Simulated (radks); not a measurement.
Polarisability of the carbon ion C3+, [He] 2s1, at imaginary frequency. Method: non-relativistic Kohn-Sham, PBE, spin-polarised, spherical densities, point nucleus; open shells are filled with parallel spins first; computed with a radial shooting solver on a logarithmic mesh with Libxc functionals. Response by self-consistent Sternheimer equations with the Hartree and adiabatic LDA kernel.

w (hartree),alpha1(iw) (bohr^3),alpha2(iw) (bohr^5)
0.00266,2.905,1.678
0.0143,2.900,1.678
0.0360,2.872,1.677
0.0697,2.784,1.675
0.118,2.584,1.668
0.186,2.226,1.652
0.280,1.730,1.619
0.413,1.202,1.555
0.605,0.7597,1.435
0.892,0.4515,1.227
1.35,0.2562,0.9154
2.12,0.1357,0.5505
3.59,0.06349,0.2460
6.94,0.02465,0.07494
17.5,0.006431,0.01270

Static values: alpha1 = 2.905 bohr^3 (0.4305 angstrom^3; uncoupled 3.414), alpha2 = 1.678 bohr^5, alpha3 = 4.232 bohr^7. C6 = 2.241, C8 = 10.90, triple-dipole C9 = 4.728 atomic units. One-pole (London) frequency 4 C6 / (3 alpha1^2) = 0.354 hartree, against 2.120 for minus the highest occupied eigenvalue.
